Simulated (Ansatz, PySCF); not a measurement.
Caution: the highest occupied level lies above zero, so the state may not be bound. This singlet lies 0.51 eV below the relaxed triplet at the level frozen-core CCSD(T)/aug-cc-pVDZ // B3LYP-D3(BJ)/def2-TZVPD (Ansatz, an electronic-structure program).

B3LYP has the VWN-RPA correlation part, as in Gaussian. 

## C2H4BO, SMILES `C=C[B-]O` (lower singlet; C–C–B–O torsion 75°, C–B–O–H torsion -1°) (charge -1, multiplicity 1)

Calculation: B3LYP-D3(BJ)/def2-TZVPD (PySCF).

- HOMO: 1.15 eV
- total energy: -178.7441 Ha
- cost: about 40 core-seconds (a rough figure)

```xyz
8

C     -1.0674     0.6303     0.0007
C     -0.3313    -0.4593    -0.3297
B      1.1493    -0.4980    -0.7717
O      2.1286    -0.3139     0.1885
H     -2.1350     0.5846     0.1978
H     -0.6348     1.6270    -0.0090
H     -0.8598    -1.4164    -0.3612
H      1.7505    -0.1542     1.0846
```
Charge -1, spin multiplicity 1.
